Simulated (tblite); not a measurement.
C12H8O.
Bonds: C1–C2 (aromatic), C2–C3 (aromatic), C3–C4 (aromatic), C4–C5 (aromatic), C5–C6 (aromatic), C5–O7 (aromatic), O7–C8 (aromatic), C8–C9 (aromatic), C9–C10 (aromatic), C10–C11 (aromatic), C11–C12 (aromatic), C12–C13 (aromatic), C1–C6 (aromatic), C8–C13 (aromatic), C4–C13 (aromatic). Hydrogens: H14 on C1; H15 on C2; H16 on C3; H17 on C6; H18 on C9; H19 on C10; H20 on C11; H21 on C12.

Computed geometry: GFN2-xTB, gas phase.

Question: What internal coordinates does the optimisation give?

Answer: 
| bond | length (Å) |
| --- | --- |
| C1–C2, C10–C11 | 1.393 |
| C2–C3, C11–C12 | 1.381 |
| C3–C4, C12–C13 | 1.388 |
| C4–C5, C8–C13 | 1.409 |
| C5–C6, C8–C9 | 1.383 |
| C5–O7, O7–C8 | 1.362 |
| C1–C6, C9–C10 | 1.384 |
| C4–C13 | 1.439 |
| C1–H14, C10–H19 | 1.080 |
| C2–H15, C11–H20 | 1.080 |
| C3–H16, C12–H21 | 1.079 |
| C6–H17, C9–H18 | 1.078 |

Bonds in one row agree within 0.01 Å and their mean is given. A selection of angles:
| angle | degrees |
| --- | --- |
| C2–C1–C6 | 121.5 |
| C1–C2–C3 | 121.2 |
| C2–C3–C4 | 118.3 |
| C3–C4–C5 | 119.8 |
| C3–C4–C13 | 134.9 |
| C5–C4–C13 | 105.2 |
| C4–C5–C6 | 121.9 |
| C4–C5–O7 | 111.7 |
| C6–C5–O7 | 126.5 |
| C1–C6–C5 | 117.3 |
| C5–O7–C8 | 106.2 |

The 5-membered ring C4–C5–O7–C8–C13 has internal angles of 105.2° to 111.7°; it is planar, 0.00 Å rms from its mean plane, widest ring torsion 0°. The 13 heavy atoms lie in one plane (0.000 Å rms). The C–C distances run from 1.381 Å (C2–C3, aromatic) to 1.439 Å (C4–C13, aromatic), a spread of 0.058 Å. The 6-membered ring C1–C2–C3–C4–C5–C6 has internal angles of 117.3° to 121.9° (sum 720°, against 720° for a flat polygon); it is planar, 0.00 Å rms from its mean plane, widest ring torsion 0°. The 6-membered ring C8–C9–C10–C11–C12–C13 has internal angles of 117.3° to 121.9°; it is planar, 0.00 Å rms from its mean plane, widest ring torsion 0°.

Point group: C2v (every atom within 0.08 Å of its image). Its GFN2-xTB frequencies are all real (lowest 102 cm⁻¹).
